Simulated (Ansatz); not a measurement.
C₃H₇ClSn, SMILES `C[CH](C)[Sn][Cl]`. The species carries charge 0 and has multiplicity 1. Sn takes the def2 core potential.

Cartesian coordinates in Å:
```
C 0.082 -0.706 1.140
C -0.542 0.296 0.180
C -0.414 -0.152 -1.269
Sn 0.342 2.298 0.458
Cl 2.542 1.611 -0.150
H -0.038 -0.417 2.189
H 1.152 -0.820 0.947
H -0.378 -1.696 1.027
H -1.604 0.422 0.427
H -0.884 -1.132 -1.419
H -0.892 0.541 -1.970
H 0.636 -0.246 -1.560
```

Task: What are the harmonic wavenumbers in cm⁻¹ at PBE0-D4/def2-TZVP (Ansatz, finite differences of forces, unscaled)? (Estimate.)

Result: Computed: 35, 117, 133, 231, 240, 243, 335, 385, 474, 888, 923, 974, 980, 1099, 1180, 1219, 1332, 1391, 1409, 1475, 1486, 1492, 1500, 3012, 3014, 3023, 3073, 3074, 3105, 3107.

Task: Is this a minimum?

Result: Yes, all 30 modes are real.

Task: Give the ideal-gas thermochemistry at 298.15 K and 1 bar (rigid rotor, harmonic oscillator; point group Cs, symmetry number 1).

Result: Zero-point energy 244.9 kJ/mol; H(298) − E = 267.9 kJ/mol; entropy 381.2 J/(mol·K), of which translation 174.8, rotation 119.6, vibration 86.9; G(298) − E = 154.3 kJ/mol. Modes under 100 cm⁻¹ are hindered rotations or soft bends, so the harmonic entropy is rough.

Task: And at 400, 500, 600, 800 and 1000 K?

Result: 
```tsv
T (K)	H − E (kJ/mol)	S (J/mol/K)	G − E (kJ/mol)
400	280.4	416.9	113.6
500	294.5	448.4	70.3
600	310.4	477.3	24.0
800	346.4	528.9	-76.7
1000	386.8	573.8	-187.1
```
